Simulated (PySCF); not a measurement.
C3H3F3 (SMILES F/C=C\C(F)F), singlet, geometry from GFN2-xTB; DF-PBE/6-31G** (PySCF).

Input for PySCF:
```python
from pyscf import gto, scf, dft

mol = gto.Mole()
mol.atom = '''
    F    -1.79875411    1.17143656   -0.49157588
    C    -1.65199416    0.15800901    0.36320485
    C    -0.49527474   -0.45040045    0.55070710
    C     0.76312351   -0.07161292   -0.16900213
    F     1.73233126    0.26932806    0.71809702
    F     1.25103361   -1.13243921   -0.86120199
    H    -2.57623515   -0.08955822    0.86460872
    H    -0.41409902   -1.26595157    1.24984208
    H     0.63370965    0.76460725   -0.87178196
'''
mol.basis = '6-31g**'
mol.verbose = 4
mol.max_memory = 1800
mol.build()

mf = dft.RKS(mol)
mf.xc = 'pbe'
mf = mf.density_fit(auxbasis='def2-universal-jkfit')
mf.kernel()
```

It wrote (shortened):

```
PySCF version 2.14.0

[INPUT] verbose = 4
[INPUT] num. atoms = 9
[INPUT] num. electrons = 48
[INPUT] charge = 0
[INPUT] spin (= nelec alpha-beta = 2S) = 0
[INPUT] symmetry False subgroup None
[INPUT] Mole.unit = angstrom
[INPUT] Symbol           X                Y                Z      unit          X                Y                Z       unit  Magmom
[INPUT]  1 F     -1.798754110000   1.171436560000  -0.491575880000 AA   -3.399152633336   2.213694270703  -0.928943782642 Bohr   0.0
[INPUT]  2 C     -1.651994160000   0.158009010000   0.363204850000 AA   -3.121816521781   0.298593754114   0.686357693614 Bohr   0.0
[INPUT]  3 C     -0.495274740000  -0.450400450000   0.550707100000 AA   -0.935933615015  -0.851133496881   1.040685593853 Bohr   0.0
[INPUT]  4 C      0.763123510000  -0.071612920000  -0.169002130000 AA    1.442094433117  -0.135328805780  -0.319367740168 Bohr   0.0
[INPUT]  5 F      1.732331260000   0.269328060000   0.718097020000 AA    3.273631638423   0.508956271060   1.357006698666 Bohr   0.0
[INPUT]  6 F      1.251033610000  -1.132439210000  -0.861201990000 AA    2.364110895526  -2.139999959619  -1.627435899030 Bohr   0.0
[INPUT]  7 H     -2.576235150000  -0.089558220000   0.864608720000 AA   -4.868378865978  -0.169240508004   1.633873685711 Bohr   0.0
[INPUT]  8 H     -0.414099020000  -1.265951570000   1.249842080000 AA   -0.782533736251  -2.392301754263   2.361859230157 Bohr   0.0
[INPUT]  9 H      0.633709650000   0.764607250000  -0.871781960000 AA    1.197537680994   1.444898295357  -1.647429144737 Bohr   0.0

nuclear repulsion = 237.382870426909
number of shells = 45
number of NR pGTOs = 183
number of NR cGTOs = 99
basis = 6-31g**
ecp = {}

******** <class 'pyscf.df.df_jk.DFRKS'> ********
method = DFRKS
initial guess = minao
damping factor = 0
level_shift factor = 0
DIIS = <class 'pyscf.scf.diis.CDIIS'>
diis_start_cycle = 1
diis_space = 8
diis_damp = 0
SCF conv_tol = 1e-09
SCF conv_tol_grad = None
SCF max_cycles = 50
direct_scf = False
XC library pyscf.dft.libxc version 7.1.2
    S. Lehtola, C. Steigemann, M. J. T. Oliveira, and M. A. L. Marques,  SoftwareX 7, 1–5 (2018)
XC functionals = pbe
    J. P. Perdew, K. Burke, and M. Ernzerhof,  Phys. Rev. Lett. 77, 3865 (1996)
    J. P. Perdew, K. Burke, and M. Ernzerhof,  Phys. Rev. Lett. 78, 1396 (1997)
    J. P. Perdew, K. Burke, and M. Ernzerhof,  Phys. Rev. Lett. 77, 3865 (1996)
    J. P. Perdew, K. Burke, and M. Ernzerhof,  Phys. Rev. Lett. 78, 1396 (1997)
radial grids:
    Treutler-Ahlrichs [JCP 102, 346 (1995); DOI:10.1063/1.469408] (M4) radial grids

becke partition: Becke, JCP 88, 2547 (1988); DOI:10.1063/1.454033
pruning grids: <function nwchem_prune>
grids dens level: 3
symmetrized grids: False
atomic radii adjust function: <function treutler_atomic_radii_adjust>
small_rho_cutoff = 0
Set gradient conv threshold to 3.16228e-05
Initial guess from minao.
tot grids = 114568
init E= -415.813928993039
  HOMO = -0.303783830530416  LUMO = -0.0816691376780532  gap/eV = 6.04405
cycle= 1 E= -415.055499927294  delta_E= 0.758  |g|= 0.825  |ddm|=  2.9
  HOMO = -0.185038034279497  LUMO = -0.0110340066396821  gap/eV = 4.73489
cycle= 2 E= -414.798453563392  delta_E= 0.257  |g|= 1.49  |ddm|= 1.69
  HOMO = -0.221148673666332  LUMO = -0.0168332342315374  gap/eV = 5.55971
cycle= 3 E= -415.165761683268  delta_E= -0.367  |g|= 0.144  |ddm|= 1.15
  HOMO = -0.24394735893065  LUMO = -0.0393348032585803  gap/eV = 5.56779
cycle= 4 E= -415.170575588623  delta_E= -0.00481  |g|= 0.052  |ddm|= 0.192
  HOMO = -0.241670447341288  LUMO = -0.0369629569878716  gap/eV = 5.57037
cycle= 5 E= -415.170999793214  delta_E= -0.000424  |g|= 0.0337  |ddm|= 0.074
  HOMO = -0.239946738254832  LUMO = -0.0355884336362036  gap/eV = 5.56087
cycle= 6 E= -415.171289274777  delta_E= -0.000289  |g|= 0.00568  |ddm|= 0.0345
  HOMO = -0.240152612626587  LUMO = -0.0357275058745863  gap/eV = 5.56269
cycle= 7 E= -415.171296687254  delta_E= -7.41e-06  |g|= 0.00173  |ddm|= 0.00576
  HOMO = -0.240175401487679  LUMO = -0.0357385669756565  gap/eV = 5.56301
cycle= 8 E= -415.171297272786  delta_E= -5.86e-07  |g|= 0.00044  |ddm|= 0.00167
  HOMO = -0.240175089478865  LUMO = -0.0357460776315488  gap/eV = 5.56280
cycle= 9 E= -415.171297303421  delta_E= -3.06e-08  |g|= 0.000109  |ddm|= 0.000402
  HOMO = -0.240173288135451  LUMO = -0.0357406254679464  gap/eV = 5.56290
cycle= 10 E= -415.17129730563  delta_E= -2.21e-09  |g|= 1.04e-05  |ddm|= 8.58e-05
  HOMO = -0.240173724864003  LUMO = -0.0357414088820378  gap/eV = 5.56289
cycle= 11 E= -415.17129730565  delta_E= -2.06e-11  |g|= 3.21e-06  |ddm|= 1.47e-05
  HOMO = -0.24017358984362  LUMO = -0.0357413501950288  gap/eV = 5.56288
Extra cycle  E= -415.171297305651  delta_E= -3.41e-13  |g|= 5.16e-06  |ddm|= 7.26e-06
converged SCF energy = -415.171297305651
```
